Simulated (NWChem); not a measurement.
System: CH₃ClOSe; SMILES CO[Se]Cl

Here is an NWChem input.

```
start job
memory heap 200 mb stack 900 mb global 1100 mb
geometry units angstroms noautoz
  Se     0.748459    -0.000623    -0.002492
  Cl    -0.743877    -1.609769    -0.076652
  O     -0.224520     1.350320     0.611846
  C     -1.120095     1.958810    -0.299222
  H     -1.935199     1.268019    -0.571825
  H     -1.546890     2.827783     0.222342
  H     -0.609900     2.294977    -1.217403
end
basis spherical
  Se library 6-31g*
  Cl library 6-31g*
  O library 6-31g*
  C library 6-31g*
  H library 6-31g*
end
dft
  xc xpbe96 cpbe96
  iterations 150
  vectors input atomic output neutral.movecs
end
task dft energy
charge 1
dft
  odft
  mult 2
  vectors input atomic output cation.movecs
end
task dft energy
```

Geometry: optimised at PBE0/def2-SVP.

Ions are spin-unrestricted doublets at the neutral geometry; other ion states weren't tried.

Q: Predict the main results of this run. (PBE/6-31G* (spherical d), vertical spin-unrestricted ions.) Quantities: vertical ionisation energy, ΔSCF (eV); −ε(HOMO) (eV).

A: 
- vertical ionisation energy, ΔSCF (eV): 8.70
- −ε(HOMO) (eV): 5.36
